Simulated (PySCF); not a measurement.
# CsS from Hartree–Fock to correlated methods

State: ²Π (doublet), unpaired electrons π ↑. Set-up: PySCF, scalar-relativistic core potentials, basis sets Cs def2-SVP with ECP46, S def2-SVP. De refers to Cs + S in their high-spin ground configurations, without counterpoise correction. The functionals are run spin-unrestricted. A positive dipole means Cs(−)S(+).

```
      Level  Re (Å)  ωe (cm⁻¹)  De (eV)   μ (D)
        UHF   3.181        200     1.55  -11.45
    UHF-MP2   3.138        208     2.04     n/a
UHF-SCS-MP2   3.145        207     2.05     n/a
   UHF-CCSD   3.142        207     1.96     n/a
UHF-CCSD(T)   3.142        207     1.99     n/a
        LDA   3.050        216     2.99   -8.74
        PBE   3.109        200     2.70   -9.18
     PBEsol   3.078        208     2.83   -9.07
     r²SCAN   3.123        202     2.74  -10.13
       PBE0   3.100        207     2.64   -9.99
      B97-3   3.125        201     2.76  -10.25
  CAM-B3LYP   3.111        209     2.59  -10.27
```

The bond length runs from 3.050 Å (LDA) to 3.181 Å (UHF). De spans 1.55 eV (UHF, mean field) to 2.99 eV (LDA, local density). Correlation at CCSD(T) changes the Hartree–Fock bond energy by +0.44 eV; the triples alone change it by +0.03 eV.

Correlated steps freeze 5 core orbitals. Correlated levels converge slowly with the basis: in double zeta they bind strong bonds too weakly, by up to about 1 eV, and carry superposition errors of some tenths. Spin–orbit coupling is left out, which matters for elements this heavy, above all for dissociation energies. Counting both spins, an empty level lies below a filled one in some of these solutions, because spin and occupation are held. The state is the lowest determinant that a PBE0 search found; another state may lie lower at other levels.

The whole job (state search and all levels along the bond) took about 1.5 min on 1 thread of Intel Xeon Platinum 8488C (shared host), peak memory 0.47 GiB.
